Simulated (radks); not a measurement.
Ni, configuration [Ar] 3d9 4s1 (not the ground configuration).

Calculated with a radial shooting solver on a logarithmic mesh with Libxc functionals: non-relativistic Kohn-Sham, r2SCAN, spin-polarised, spherical densities, point nucleus; open shells are filled with parallel spins first; meta-GGA in the generalised Kohn-Sham scheme.

Energy parts (eV):
part                      energy
total                 -41042.107
kinetic                41011.347
electron-nucleus      -98096.959
Hartree                17762.343
exchange-correlation   -1718.837

Orbitals (lengths in bohr, moments of r in powers of bohr):
orbital,occ.,eigenvalue (eV),<r>,<1/r>
1s up,1,-8142.666,0.05484,27.51
1s down,1,-8142.642,0.05484,27.51
2s up,1,-966.9175,0.2479,5.966
2s down,1,-966.2601,0.2478,5.968
2p up,3,-841.6174,0.2166,5.909
2p down,3,-841.1192,0.2165,5.911
3s up,1,-106.9013,0.7522,1.878
3s down,1,-105.5640,0.7530,1.875
3p up,3,-68.2197,0.7886,1.744
3p down,3,-66.8770,0.7894,1.741
3d up,5,-5.3374,1.094,1.302
4s up,1,-5.0586,3.019,0.4263
3d down,4,-3.9595,1.098,1.299
4s down,0,-3.1696,3.193,0.4092

The highest occupied level is 3d down at -3.959 eV. The electron density at the nucleus is 1.494e+04 e/bohr^3. Summed over all electrons, <r^2> = 32.28 bohr^2, which gives a Langevin (diamagnetic) susceptibility term of -25.6 x 10^-6 cm^3/mol. Spin moment in Bohr magnetons: 2. Virial ratio -V/T = 2.00075.
